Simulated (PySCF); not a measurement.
# How methods differ on the ionisation energy of Pb⁺

Pb⁺ [Xe] 4f14 5d10 6s2 6p1 (2P) → Pb²⁺ [Xe] 4f14 5d10 6s2 (1S), as a difference of total energies. All numbers are calculated (PySCF 2.14, the spin-free X2C one-electron Hamiltonian (Gaussian nucleus), in aug-cc-pVTZ-DK3 (9s8p6d3f, 84 functions)). Correlated levels: valence: [Xe] 4f14 5d10 frozen. The calculations carry no spin-orbit coupling.

```
           method  ionisation energy (eV)
              UHF                  13.224
    MP2 (valence)                  13.410
SCS-MP2 (valence)                  13.396
   CCSD (valence)                  13.459
CCSD(T) (valence)                  13.471
```

How much does correlation contribute at CCSD(T) (valence)?

13.471 − (13.224) = 0.247 eV, measured against UHF.

A first-order spin-orbit estimate (lowest level to lowest level, LS coupling) adds 0.984 eV.

Errors of the correlated levels include the incompleteness of this basis and the frozen core.

Every method misses the reference by a wide margin, which points to the basis or the choice of state and not to the methods.

For comparison: 15.032 eV (measured; NIST Atomic Spectra Database, ionization energies).
